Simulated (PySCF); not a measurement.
Input for PySCF: R-B3LYP/6-311+G** on C3H4N2 (a complex), monomers drawn apart or pushed together.

```python
from pyscf import gto, scf, dft, mp
from pyscf.data.elements import chemcore

mol = gto.M(
    atom='''
    N     0.30354768    1.69793685    0.84836188
    N     0.31512451    0.74417632    0.31923992
    C    -0.04098333   -1.41505899    2.96242148
    C    -0.05753049   -0.22677322    3.48951741
    C    -0.07286844    0.96548870    4.00695364
    H    -0.95199954   -1.89158624    2.61902976
    H     0.88444510   -1.96777882    2.84835985
    H     0.04100647    1.84791196    3.38737356
    H    -0.19976300    1.11619133    5.07274882
    ''',
    basis='6-311+g**',
    charge=0, spin=0, verbose=3, max_memory=1800)
mf = dft.RKS(mol, xc='b3lyp')
mf.conv_tol = 1e-8
mf.max_cycle = 100
mf.kernel()
if not mf.converged:
    mf = mf.newton().run(mf.mo_coeff, mf.mo_occ)
```

Output:

```
converged SCF energy = -226.253311181719
```

Self-consistency was reached.

Cost: very roughly 9 core-seconds.
